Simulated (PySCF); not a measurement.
Computed IR spectrum (relative IR intensity) of a molecule C3H12Si2. Coordinates come from a ωB97X-D3(BJ)/def2-SVP optimisation. Other conformers were not sampled. Method: PySCF with ωB97X-D3(BJ)/def2-SVP. Frequencies are harmonic and unscaled.

Lines under 2 % of the strongest are left out, and lines within 2 cm⁻¹ are merged.

ν (cm⁻¹): 501 (vw), 535 (vw), 606 (w), 612 (m), 694 (m), 783 (m), 869 (w), 940 (vs), 943 (w), 951 (m), 953 (m), 962 (m), 965 (w), 977 (s), 1119 (w), 1140 (w), 1386 (vw), 1445 (w), 2239 (vs), 2249 (vs), 2251 (m), 2255 (s), 3060 (w), 3067 (w), 3108 (w), 3123 (w) (against the strongest line: vs over 80 %, s over 45 %, m over 15 %, w over 4 %, vw less)

Q: Pick the molecule that these values belong to.
A) C[Si](C)(C)[SiH3]
B) CC[SiH2][SiH2]C
C) C[SiH2]CC[SiH3]
D) [SiH3]CCC[SiH3]

A: D, [SiH3]CCC[SiH3]
